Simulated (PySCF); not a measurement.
C7H10FPSi.
Geometry (GFN2-xTB, Å), atoms numbered from 1 in this order:
```
atom  x, y, z in Å
F1     2.6485   -2.6300   -0.7022
C2     2.5296   -1.2638   -0.6911
Si3    3.8381   -0.4392    0.4178
C4     1.5797   -0.6662   -1.3453
P5     0.5782    0.2916   -2.2296
C6    -0.8046    0.4350   -1.0672
C7    -1.8940    1.1709   -1.2937
C8    -2.8547    1.1234   -0.1484
C9    -2.3226   -0.0326    0.7165
C10   -0.8611   -0.2282    0.2831
H11    3.5718    0.9971    0.3783
H12    3.6735   -0.9892    1.7645
H13    5.1517   -0.7817   -0.1262
H14   -2.0830    1.7626   -2.1734
H15   -2.8311    2.0741    0.3931
H16   -3.8815    0.9600   -0.4787
H17   -2.8903   -0.9385    0.5021
H18   -2.4102    0.1760    1.7810
H19   -0.5786   -1.2800    0.2331
H20   -0.1644    0.2692    0.9638
```

ESP-fitted charges (e) from the PBE0/pcSseg-1 density (PySCF), one withheld:

```csv
atom,bonded to,charge
F1,C2,-0.1533
C2,F1 Si3 C4,?
Si3,C2 H11 H12 H13,+0.3721
C4,C2 P5,+0.0081
P5,C4 C6,-0.1423
C6,P5 C7 C10,+0.1383
C7,C6 C8 H14,-0.1815
C8,C7 C9 H15 H16,-0.1011
C9,C8 C10 H17 H18,-0.1279
C10,C9 C6 H19 H20,-0.0717
H11,Si3,-0.0808
H12,Si3,-0.0753
H13,Si3,-0.0637
H14,C7,+0.1431
H15,C8,+0.0739
H16,C8,+0.0703
H17,C9,+0.0672
H18,C9,+0.0572
H19,C10,+0.0513
H20,C10,+0.0519
```

**Question.** What is the charge on C2?

**Answer.** The charges add up to the total charge, 0. The others sum to +0.0358, which leaves -0.0358 e for C2 (outer carbon of cumulated double bonds); the computed value is -0.0359, the difference coming from rounding.

**Question.** Add each hydrogen's charge to the atom that carries it.

**Answer.** Si3 +0.1523, C7 -0.0384, C8 +0.0431, C9 -0.0035, C10 +0.0315. Atoms without hydrogen keep their charges.

**Question.** Across which bond do the charges differ most?

**Answer.** Si3–H11: +0.3721 on Si3 against -0.0808 on H11, a difference of 0.4529 e. The lower charge is on the more electronegative element of the two (Pauling values: H 2.20, Si 1.90).

**Question.** Take the bonds between elements whose Pauling electronegativities differ by more than 0.25. In how many does the more electronegative atom carry the lower charge?

**Answer.** In 12 of 14; it doesn't in C4–P5 and P5–C6.

**Question.** How much positive and how much negative charge does this set hold in all?

**Answer.** +1.0334 e on 10 atoms and -1.0335 e on 10.

The ESP scheme is a least-squares fit of atom-centred charges to the potential on four shells outside the van der Waals surface, with the total charge fixed. Geometry: GFN2-xTB, one conformer, isolated molecule.

The run behind these numbers computed NMR shieldings as well. The run took 97 s wall on one thread of an Arm Neoverse N1, shared host with 64 logical CPUs at a one-minute load of 20, and the process peaked at 1.1 GiB of memory.
